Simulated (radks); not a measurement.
Values are calculated unless marked as measured or tabulated.
Neutral indium inside a hard spherical wall (all orbitals vanish at R), configuration held at [Kr] 4d10 5s2 5p1 and not refilled when levels cross. Level of theory: scalar-relativistic Kohn-Sham, PBEsol, spin-polarised, spherical densities, finite nucleus; open shells are filled with parallel spins first (spin-orbit coupling, left out, can overturn this in heavy ions); Fermi nuclear charge, rms radius 4.6156 fm (a radial shooting solver on a logarithmic mesh with Libxc functionals). Eigenvalues in eV for spin up, with the zero of energy where the potential of the charges vanishes at infinity; a dash marks a level that is unbound or too diffuse for the functional's potential to be trusted. A positive occupied level is held by the wall or, in an anion where self-interaction has pushed it up, behind a barrier. The pressure on the wall is -dE/dV.

[
 {"R (bohr)": "free", "E (hartree)": "-5878.82398", "kinetic (hartree)": "6126.751", "e(4p)": "-77.970", "e(4d)": "-18.570", "e(5s)": "-8.491", "e(5p)": "-2.794", "e(6s, empty)": "-", "e(5d, empty)": "-", "pressure (GPa)": "0"},
 {"R (bohr)": "20", "E (hartree)": "-5878.82398", "kinetic (hartree)": "6126.751", "e(4p)": "-77.970", "e(4d)": "-18.570", "e(5s)": "-8.491", "e(5p)": "-2.794", "e(6s, empty)": "-0.386", "e(5d, empty)": "0.555", "pressure (GPa)": "< 0.0001"},
 {"R (bohr)": "15", "E (hartree)": "-5878.82396", "kinetic (hartree)": "6126.751", "e(4p)": "-77.967", "e(4d)": "-18.567", "e(5s)": "-8.489", "e(5p)": "-2.792", "e(6s, empty)": "-0.250", "e(5d, empty)": "0.866", "pressure (GPa)": "0.000119"},
 {"R (bohr)": "10", "E (hartree)": "-5878.82291", "kinetic (hartree)": "6126.759", "e(4p)": "-77.874", "e(4d)": "-18.475", "e(5s)": "-8.418", "e(5p)": "-2.709", "e(6s, empty)": "0.820", "e(5d, empty)": "1.962", "pressure (GPa)": "0.0219"},
 {"R (bohr)": "8", "E (hartree)": "-5878.81760", "kinetic (hartree)": "6126.790", "e(4p)": "-77.610", "e(4d)": "-18.216", "e(5s)": "-8.226", "e(5p)": "-2.434", "e(6s, empty)": "2.722", "e(5d, empty)": "3.289", "pressure (GPa)": "0.215"},
 {"R (bohr)": "7", "E (hartree)": "-5878.80753", "kinetic (hartree)": "6126.845", "e(4p)": "-77.269", "e(4d)": "-17.883", "e(5s)": "-7.972", "e(5p)": "-2.037", "e(6s, empty)": "4.878", "e(5d, empty)": "4.595", "pressure (GPa)": "0.767"},
 {"R (bohr)": "5", "E (hartree)": "-5878.68787", "kinetic (hartree)": "6127.401", "e(4p)": "-75.123", "e(4d)": "-15.822", "e(5s)": "-6.030", "e(5p)": "0.984", "e(6s, empty)": "17.628", "e(5d, empty)": "11.504", "pressure (GPa)": "14.7"},
 {"R (bohr)": "4", "E (hartree)": "-5878.35923", "kinetic (hartree)": "6128.751", "e(4p)": "-71.861", "e(4d)": "-12.744", "e(5s)": "-2.092", "e(5p)": "6.643", "e(6s, empty)": "37.743", "e(5d, empty)": "21.848", "pressure (GPa)": "89.6"},
 {"R (bohr)": "3.5", "E (hartree)": "-5877.89698", "kinetic (hartree)": "6130.563", "e(4p)": "-68.612", "e(4d)": "-9.679", "e(5s)": "2.632", "e(5p)": "13.023", "e(6s, empty)": "58.236", "e(5d, empty)": "32.225", "pressure (GPa)": "257"},
 {"R (bohr)": "2", "E (hartree)": "-5864.99484", "kinetic (hartree)": "6177.091", "e(4p)": "-27.946", "e(4d)": "33.407", "e(5s)": "94.363", "e(5p)": "120.86", "e(6s, empty)": "323.90", "e(5d, empty)": "166.31", "pressure (GPa)": "18700"},
 {"R (bohr)": "1.5", "E (hartree)": "-5828.83711", "kinetic (hartree)": "6292.846", "e(4p)": "39.569", "e(4d)": "110.66", "e(5s)": "286.51", "e(5p)": "325.42", "e(6s, empty)": "744.24", "e(5d, empty)": "380.79", "pressure (GPa)": "149000"}
]
